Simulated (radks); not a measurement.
Spin polarisation of the 5p3 shell in the tellurium ion Te+. Start: [Kr] 4d10 5s2 5p(up 1.5, down 1.5); electrons of 5p are moved from spin down to spin up, other shells keep equal spins. All-electron calculation, non-relativistic Kohn-Sham, PBEsol, spin-polarised, spherical densities, point nucleus. Program: a radial shooting solver on a logarithmic mesh with Libxc functionals.

| moment (Bohr magnetons) | E - E(0) (eV) | e(5p up) (eV) | e(5p down) (eV) | 5s down minus up (eV) | 4d down minus up (eV) | 4p down minus up (eV) |
|---|---|---|---|---|---|---|
| 0 | 0.000 | -13.730 | -13.730 | 0.000 | 0.000 | 0.000 |
| 0.75 | -0.103 | -13.986 | -13.433 | 0.538 | 0.082 | 0.049 |
| 1.5 | -0.416 | -14.207 | -13.090 | 1.085 | 0.165 | 0.097 |
| 2.25 | -0.944 | -14.394 | -12.691 | 1.652 | 0.249 | 0.146 |
| 3 | -1.697 | -14.548 | -12.232 | 2.240 | 0.335 | 0.196 |

At moment 3 the spin-polarisation energy is -1.697 eV and the 5p exchange splitting 2.316 eV, that is 0.772 eV per Bohr magneton; E = -I m^2/4 would give I = 0.754 eV.
